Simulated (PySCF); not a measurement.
Fluorine: a sound run and one with changed settings

Sound run: F⁺ [He] 2s2 2p4, F²⁺ [He] 2s2 2p3. Computed with PySCF 2.14 in jorge-DZP-DKH (4s2p1d, 15 functions), with the spin-free X2C one-electron Hamiltonian (Gaussian nucleus). In the sound run the correlated levels freeze 1s2. The sound run starts from symmetry-adapted Hartree-Fock orbitals and uses a fine grid where one is needed.

Changed run: initial guess atom, at most 50 SCF cycles.

```csv
species,method,sound run (hartree),changed run (hartree),converged
F⁺,UHF,-98.90751,-98.90751,yes
F⁺,TPSS,-99.20546,-99.20546,yes
F⁺,CCSD(T),-99.01185,-99.01185,yes
F²⁺,B3LYP,-97.87716,-97.87716,yes
F²⁺,MP2,-97.74106,-97.74106,yes
```

Here the plain start reaches the same solutions.
